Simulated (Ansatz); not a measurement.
Molecule: sum formula BNH$_{2}$F$_{2}$ (charge 0, singlet). 
Structure (B3LYP-D3(BJ)/def2-TZVP (Ansatz, a program for electronic structure) minimum search):
SMILES: NB(F)F
```xyz
6

B      0.0362     0.0038    -0.0026
F      0.5868     1.1654    -0.3614
F      0.8587    -1.0149     0.2562
N     -1.3467    -0.1402     0.0980
H     -1.9826     0.6138    -0.0925
H     -1.7806    -1.0056     0.3662
```
Charge 0, spin multiplicity 1.

Wanted: vertical ionisation energy (to the doublet state of charge +1; each state is the SCF solution reached for its spin), in eV. Correlated levels leave the core frozen unless marked. UHF or UKS for open shells. No spin-orbit coupling. Non-relativistic. CBS marks a two-point X^-3 extrapolation of the correlation energy; Hartree-Fock from the larger set. The bracket is a focal-point correction in the basis named.

```
level           program  vertical ionisation energy (eV)
--------------  -------  -------------------------------
PBE/def2-TZVPD   Ansatz                            11.33
```

Question: Predict the RI-MP2/CBS(aug-cc-pVTZ,aug-cc-pVQZ)+[CCSD(T)-MP2]/aug-cc-pVTZ result (Ansatz).

Answer: 11.64 eV, so PBE/def2-TZVPD differs from it by -0.31 eV.
